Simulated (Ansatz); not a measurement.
`[CH3][Ti-]1([F])([Cl])[O]C=CC=[O+]1` and `[F][In-]1([Cl])[O]C=CC=[O+]1` differ in one atom or group.

Ansatz, PBE0-D4/def2-TZVP geometries, multiplicity 1. 

Elements past krypton have def2 core potentials. Scalar relativity is left out up to krypton.

| property | `[CH3][Ti-]1([F])([Cl])[O]C=CC=[O+]1` |
| --- | --- |
| size of the dipole moment (ωB97M-V/def2-TZVPP) / D | 5.49 |
| HOMO–LUMO gap (PBE/def2-TZVPP) / eV | 3.03 |
| HOMO energy (PBE0/def2-TZVPP) / eV | -8.01 |
| LUMO energy (B3LYP/def2-TZVPP) / eV | -2.89 |
| ideal-gas entropy at 298 K and 1 bar (rigid rotor, harmonic PBE0-D4/def2-TZVP) / J/(mol·K) | 442 |
| size of the dipole moment (B3LYP/def2-TZVPP) / D | 5.46 |

(1) What does the change do to each property? (Estimate.)

## Answers

(1) The calculation gave: 
```tsv
property	`[F][In-]1([Cl])[O]C=CC=[O+]1`	shift
size of the dipole moment (ωB97M-V/def2-TZVPP) / D	5.27	-0.22
HOMO–LUMO gap (PBE/def2-TZVPP) / eV	3.45	0.42
HOMO energy (PBE0/def2-TZVPP) / eV	-8.07	-0.06
LUMO energy (B3LYP/def2-TZVPP) / eV	-2.85	0.04
ideal-gas entropy at 298 K and 1 bar (rigid rotor, harmonic PBE0-D4/def2-TZVP) / J/(mol·K)	418	-24
size of the dipole moment (B3LYP/def2-TZVPP) / D	5.27	-0.19
```

The zero-point energy changes by -95.8 kJ/mol with -12 modes. Dipoles are sizes alone; their direction can turn. Modes under 60 cm⁻¹, often nearly free rotors, make the harmonic entropy too high.

B3LYP here is the variant with VWN-RPA as its local correlation; programs differ in this.
